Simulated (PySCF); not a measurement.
NMR data simulated for an unnamed compound:

¹H NMR (300 MHz, computed): δ 4.04 (br, 3H), 3.99 (s, 2H), 3.64 (s, 3H), 0.95 (s, 6H).

¹³C{¹H} NMR (computed): δ 78.1 (CH2), 63.0 (CH3), 11.5 (CH3).

Averaged over atoms made equivalent by symmetry, fast rotation or ring inversion, a single conformation, no solvent, relativity neglected. NMR shieldings at CAM-B3LYP/pcSseg-1/GIAO; PBE0-D3(BJ)/def2-SVP structure; PySCF.

δ = σ(ref) − σ, references computed at the same level: ¹H and ¹³C against TMS.

Problem. Which of these does the molecule contain: a carboxylic acid, a methoxy group, a (CH3)2CH unit, an ester?

Solution. 
- A carboxylic acid: no.
- A methoxy group: yes (δC 63.0; δH 3.64 (s)).
- A (CH3)2CH unit: no.
- An ester: no.

The data belong to `InChI=1S/C4H11BO.Al.3H/c1-5(2)4-6-3;;;;/h4H2,1-3H3;;;;`; they needn't prove each group on their own.

Carbon signals by region: 2 at 50–100 ppm, 1 below 50 ppm.

Hydrides on Al or Ga are broadened by the quadrupolar metal nucleus. A carbon bonded to boron is broadened by the quadrupolar boron nucleus and is often missing from a measured spectrum. Shifts are as computed, not scaled to solution data. Of 1211 compounds with measured shifts, 218 miss one by over three times the rms of a fit or turn the order of signals round; such compounds aren't used in these exercises. Multiplicities follow the n + 1 count of equivalent neighbours, as no J values were calculated; m marks all less simple cases, F and P coupling included.
